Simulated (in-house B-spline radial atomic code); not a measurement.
**RPA and G0W0 on r2SCAN0: Cu⁺**

Configuration [Ar] 3d10, mean-field start r2SCAN0. Computed with an all-electron radial atomic-structure program (B-spline basis): all electrons, scalar-relativistic (spin-free one-electron X2C), finite nucleus, each spin shell either full or empty, empty states to l = 9 with an (l + 1/2)⁻⁴ tail; G0W0 by contour deformation at full frequency.

Command:
```bash
python run_gw.py task.json out
```
Settings (radii: box in bohr, nucleus in fm):
```
Z                        29
electrons                28
configuration            [Ar] 3d10
hamiltonian              x2c
method                   r2scan0
lmax                     9
rms_radius               3.8823
spin_polarised           False
box_radius               23.78
intervals                71
```

Cost of the run: 1.8 s on 1 thread of Arm Neoverse V1 (shared host).

Energies (hartree):

```tsv
term	value
mean-field total	-1654.43748
Hartree-Fock functional on these orbitals	-1652.94014
direct second order	-2.6219
second-order exchange	0.73797
SOSEX correction	0.65129
```

Question: What is the RPA correlation energy, and what remains with SOSEX?

Answer: RPA gives -2.0995 hartree (-2.04 eV per electron); RPA + SOSEX gives -1.4482, and the second-order doubles -1.8839 hartree (no singles). RPA lacks exchange-type terms and so overcorrelates at short range.

Quasi-particle levels (eV):

```json
{"level": "3d", "occupied": "yes", "mean field": "-15.885", "Σx - vxc": "-6.92", "Σc": "?", "QP weight": "?", "G0W0": "?"}
{"level": "4s", "occupied": "no", "mean field": "-10.075", "Σx - vxc": "3.81", "Σc": "-1.45", "QP weight": "0.960", "G0W0": "-7.719"}
```

G0W0 = mean field + (Σx - vxc) + Σc, with Σc (partial-wave tail included) taken at the quasi-particle energy. Only the outer levels were computed. Levels of low weight are left out.

Question: Where does G0W0 put 3d?

Answer: At -19.978 eV, with Σc = 2.83 eV and a quasi-particle weight of 0.842. The tabulated removal energy is 20.292 eV (NIST, measured); the calculation leaves out spin-orbit coupling, Breit and QED terms, and what these don't explain is the method's own error.
